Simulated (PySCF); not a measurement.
Compound: CH₈AlSSb.
Numbering: `[CH3:1][S:2][AlH2-:3][SbH3+:4]` (hydrogens: H5, H6, H7 on C1; H8, H9 on Al3; H10, H11, H12 on Sb4)

Computed by this run: PySCF 2.14.0, PBE0-D3(BJ)/def2-SVP geometry optimisation, gas phase, def2 core potentials past Kr; density fitting, grid level 1; the optimiser is geomeTRIC in internal coordinates, started from a GFN2-xTB structure with every atom displaced at random (about 0.01 Å).

Step 0: E = -25122.6554 eV
```
atom  x, y, z in Å  |  force x, y, z in eV/Å
C1      2.7647    0.2712    0.2776   -0.996   1.477  -0.426
S2      1.3420    0.8673   -0.7722    0.349  -0.012   0.099
Al3    -0.0081   -0.7902   -0.2271    0.697   0.291   0.177
Sb4    -2.4700    0.3869   -0.4021   -1.229   0.144   0.311
H5      3.4943   -0.1650   -0.3738    0.710  -0.513  -0.410
H6      2.3919   -0.4162    1.0156   -0.009  -0.600   0.667
H7      3.1695    1.1671    0.7680    0.119  -0.153   0.078
H8     -0.2989   -1.9434   -1.2044   -0.229  -0.609  -0.524
H9     -0.0785   -1.0538    1.3348   -0.138  -0.044   0.187
H10    -3.7695   -0.7003   -0.5893    0.177  -0.221  -0.145
H11    -3.4677    1.6291   -0.9952    0.367   0.164  -0.287
H12    -3.0297    0.7193    1.1590    0.183   0.075   0.271
```

Step 1: E = -25122.8700 eV
```
atom  x, y, z in Å  |  force x, y, z in eV/Å
C1      2.7695    0.3349    0.2722   -0.366   0.128  -0.173
S2      1.3232    0.8177   -0.7675    0.137  -0.007   0.035
Al3    -0.0195   -0.8688   -0.2395    0.300  -0.089  -0.090
Sb4    -2.5251    0.3655   -0.3534   -0.589   0.008   0.380
H5      3.5376   -0.1126   -0.3722    0.036  -0.044   0.094
H6      2.4652   -0.3698    1.0602    0.133  -0.003   0.030
H7      3.1631    1.2439    0.7443    0.058  -0.005   0.019
H8     -0.3405   -2.0445   -1.2648   -0.047  -0.002  -0.043
H9     -0.1271   -1.1503    1.3293   -0.048  -0.036   0.026
H10    -3.8420   -0.6871   -0.6059    0.086  -0.033  -0.112
H11    -3.3049    1.7101   -1.0344    0.168   0.037  -0.153
H12    -3.0594    0.7331    1.2225    0.131   0.046  -0.012
```

Step 2: E = -25122.9167 eV
```
atom  x, y, z in Å  |  force x, y, z in eV/Å
C1      2.7452    0.3612    0.2811   -0.168   0.111  -0.065
S2      1.3233    0.7717   -0.8097    0.077  -0.059   0.043
Al3    -0.0095   -0.9246   -0.2765    0.138  -0.040  -0.063
Sb4    -2.5315    0.3624   -0.3202   -0.261  -0.042   0.236
H5      3.5383   -0.1134   -0.3110    0.031  -0.027   0.023
H6      2.4515   -0.3032    1.1067    0.017  -0.005   0.020
H7      3.1255    1.2969    0.7119    0.033   0.005  -0.004
H8     -0.3722   -2.0837   -1.3108   -0.022   0.039  -0.030
H9     -0.1100   -1.2225    1.2926   -0.006  -0.022  -0.005
H10    -3.8571   -0.6675   -0.6020    0.006   0.004  -0.049
H11    -3.2376    1.7340   -1.0284    0.113   0.004  -0.106
H12    -3.0259    0.7605    1.2572    0.044   0.031   0.000
```

**Question.** Estimate the geometry and energy of step 3. (The exact step hangs on the optimiser's Hessian estimate; all steps are aligned on step 2, rigid shifts and turns removed.)

**Answer.** E = -25122.9824 eV, largest force 0.300 eV/Å
```
atom  x, y, z in Å  |  force x, y, z in eV/Å
C1      2.6564    0.4383    0.3076    0.190   0.051   0.227
S2      1.3340    0.6292   -0.9294   -0.095  -0.099  -0.063
Al3     0.0209   -1.0822   -0.3825   -0.110   0.030   0.013
Sb4    -2.5052    0.3286   -0.2228    0.154  -0.172  -0.009
H5      3.5103   -0.1096   -0.1148   -0.013  -0.001  -0.059
H6      2.3264   -0.0858    1.2170   -0.094   0.007  -0.029
H7      3.0028    1.4383    0.6063   -0.018   0.000  -0.042
H8     -0.4383   -2.1689   -1.4579    0.012   0.080  -0.021
H9     -0.0354   -1.4418    1.1779    0.080  -0.006  -0.035
H10    -3.9263   -0.5514   -0.5414   -0.058   0.050   0.042
H11    -2.9827    1.7509   -1.0142    0.011   0.022  -0.019
H12    -2.9228    0.8263    1.3452   -0.059   0.037  -0.003
```

The energy changes by -0.0657 eV. The first-order estimate −F·Δx gives -0.0984 eV and the mean of the old and new forces, exact on a quadratic surface, -0.0678 eV. The step makes an angle of 73° with the force vector and moves no atom by more than 0.274 Å.

What follows is the cost of the whole optimisation. Time: 1.7 min wall; peak memory 0.50 GiB. Hardware: one thread of an Arm Neoverse V2, shared host with 32 logical CPUs at a one-minute load of 14.
